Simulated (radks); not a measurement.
Q: All-electron calculation, Dirac Kohn-Sham, PBE, spin-unpolarised, spherical densities, finite nucleus; open shells fill j = l - 1/2 first; Fermi nuclear charge, rms radius of each element as measured or else 0.836 A^(1/3) + 0.57 fm. Program: a radial shooting solver on a logarithmic mesh with Libxc functionals. Each species is in its NIST ground configuration. Rank Os+, Ir+, Re+, Hg+, W+, Au+, Ta+, Hf+, Pt+, Lu+ by mean radius of the outermost orbital (bohr), largest first.

A: Lu+ 3.27, Hf+ 3.12, Ta+ 3.09, W+ 2.98, Re+ 2.88, Os+ 2.79, Ir+ 2.71, Hg+ 2.51, Pt+ 1.68, Au+ 1.61.
